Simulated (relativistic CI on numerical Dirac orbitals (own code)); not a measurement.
Calculated at this level of theory: Dirac-Coulomb-Breit CI, separate exchange-only KLI orbitals for each configuration, QED by a radiative potential, unscaled Slater integrals (own radial code, finite nucleus).

The strongest absorption lines from the ground level of an ion, among the configurations computed and to levels below about 1550 eV (vacuum wavelength in nm, gf): 0.87189 (0.35), 0.87718 (0.73), 0.87938 (0.21), 0.88620 (0.57), 0.88800 (0.22), 0.89121 (0.29), 3.2900 (1.7), 3.4921 (0.63).

(1) Which ion is it?
A. Ho⁴¹⁺
B. Re⁴⁹⁺
C. Pr³³⁺
D. Eu³⁷⁺

## Answers

(1) A. Ho⁴¹⁺ has 26 electrons and the ground level 3s2 3p6 3d8 3F_4; the strongest line goes to 3s2 3p5 3d9 3D°_3. The pattern of lines fixes the number of electrons, and along that sequence the line energies rise steadily with the charge (about as its square where n changes within one kind of shell, about linearly where n is kept but much faster in heavy ions where fine structure, which grows about as Z⁴, sets the gap, and irregularly where shells cross), which fixes Z. Configurations outside the model, such as inner-shell arrays, can give stronger lines. At this charge energies of transitions that change n are usually good to better than 1 %, and those within a shell (Δn = 0) to a few per cent.

LS names give the leading component of a level, which can be under half, so a name can repeat, a term be missing and a line seem to break the LS rules.
